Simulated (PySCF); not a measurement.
Stepwise substitution at one centre (Sn F-C2H5). Isolated molecules, 0 K electronic values unless said otherwise. One relaxed conformer stands for each flexible species; it need not be the lowest. Strings in code marks are SMILES.

The HOMO–LUMO gap from two functionals at the same geometries (PBE0-D4/def2-SVP), both in PySCF: PBE-D3(BJ)/def2-TZVP and B3LYP-D3(BJ)/def2-TZVP. B3LYP has the VWN-RPA correlation part, as in Gaussian. 

```csv
species,PBE-D3(BJ)/def2-TZVP (eV)
0 of 4 F replaced by C2H5 (`[F][Sn]([F])([F])[F]`),5.31
1 of 4 F replaced by C2H5 (`C[CH2][Sn]([F])([F])[F]`),5.17
2 of 4 F replaced by C2H5,5.26
4 of 4 F replaced by C2H5,5.61
```

### Question
What does B3LYP-D3(BJ)/def2-TZVP give for each?

### Answer

- 0 of 4 F replaced by C2H5 (`[F][Sn]([F])([F])[F]`): 7.74
- 1 of 4 F replaced by C2H5 (`C[CH2][Sn]([F])([F])[F]`): 6.97
- 2 of 4 F replaced by C2H5: 6.88
- 4 of 4 F replaced by C2H5: 7.07
Over these rows, drawn at random from the members with no instability flagged (it was tested for open shells, ions and some series alone), PBE minus B3LYP-D3(BJ): mean -1.83 eV, from -2.43 eV to -1.46 eV.
